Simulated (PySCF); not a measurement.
Molfile (atoms numbered from 1):
```
C3H10FNSi2
     RDKit          3D

 17 17  0  0  0  0  0  0  0  0999 V2000
    2.1726   -0.8477    0.3007 C   0  0  0  0  0  0  0  0  0  0  0  0
    0.8452   -0.3240    0.0768 N   0  0  0  0  0  0  0  0  0  0  0  0
   -0.4829   -1.3666   -0.3429 Si  0  0  0  0  0  4  0  0  0  0  0  0
   -1.8785   -0.0917   -0.1770 C   0  0  0  0  0  0  0  0  0  0  0  0
   -1.2846    1.2973   -0.3683 C   0  0  1  0  0  0  0  0  0  0  0  0
   -2.1121    2.2583    0.2134 F   0  0  0  0  0  0  0  0  0  0  0  0
    0.4816    1.3447    0.3740 Si  0  0  0  0  0  4  0  0  0  0  0  0
    2.3289   -1.0912    1.3549 H   0  0  0  0  0  0  0  0  0  0  0  0
    2.9209   -0.1115    0.0094 H   0  0  0  0  0  0  0  0  0  0  0  0
    2.3248   -1.7527   -0.2851 H   0  0  0  0  0  0  0  0  0  0  0  0
   -0.2957   -1.8787   -1.7069 H   0  0  0  0  0  0  0  0  0  0  0  0
   -0.6242   -2.4818    0.6003 H   0  0  0  0  0  0  0  0  0  0  0  0
   -2.2957   -0.1389    0.8297 H   0  0  0  0  0  0  0  0  0  0  0  0
   -2.7051   -0.2685   -0.8640 H   0  0  0  0  0  0  0  0  0  0  0  0
   -1.2679    1.5592   -1.4321 H   0  0  0  0  0  0  0  0  0  0  0  0
    1.3955    2.2005   -0.3872 H   0  0  0  0  0  0  0  0  0  0  0  0
    0.4704    1.7053    1.7945 H   0  0  0  0  0  0  0  0  0  0  0  0
  1  2  1  0
  2  3  1  0
  3  4  1  0
  4  5  1  0
  5  6  1  0
  5  7  1  0
  7  2  1  0
  1  8  1  0
  1  9  1  0
  1 10  1  0
  3 11  1  0
  3 12  1  0
  4 13  1  0
  4 14  1  0
  5 15  1  6
  7 16  1  0
  7 17  1  0
M  END
```

Geometry: GFN2-xTB; GIAO absolute shieldings from PySCF 2.14.0 with density-fitted response routines, gas phase, non-relativistic, averaged over equivalent atoms.

At X3LYP/6-31G* (126 basis functions, 14 s wall time on 1 thread of an Arm Neoverse V1, shared host):
| atoms | σ (ppm) |
| --- | --- |
| C5 | 108.3 |
| C1 | 160.5 |
| C4 | 172.9 |
| N2 | 259.6 |
| Si7 | 416.0 |
| Si3 | 419.1 |
| F6 | 412.4 |
| H15 | 26.93 |
| H12 | 27.35 |
| H17 | 27.44 |
| H11 | 27.48 |
| H16 | 27.55 |
| H8/H9/H10 | 29.75 |
| H14 | 30.75 |
| H13 | 30.86 |

Q: What do these become at PBE0/pcSseg-1?

A: 
```tsv
atoms	σ at PBE0/pcSseg-1	change
C5	97.2	-11.1
C1	153.9	-6.6
C4	167.1	-5.8
N2	260.1	+0.5
Si7	372.1	-43.9
Si3	372.3	-46.8
F6	406.2	-6.2
H15	26.20	-0.73
H12	26.78	-0.57
H17	26.83	-0.61
H11	26.88	-0.60
H16	26.88	-0.67
H8/H9/H10	28.91	-0.84
H14	29.85	-0.90
H13	29.95	-0.91
```

The largest change is at Si3 (silicon bonded to C, N, 2 H, in a 5-membered ring). Cost: 183 basis functions, 25 s wall time on 1 thread of an Arm Neoverse V1, shared host. The order of the carbon signals is the same at both levels.
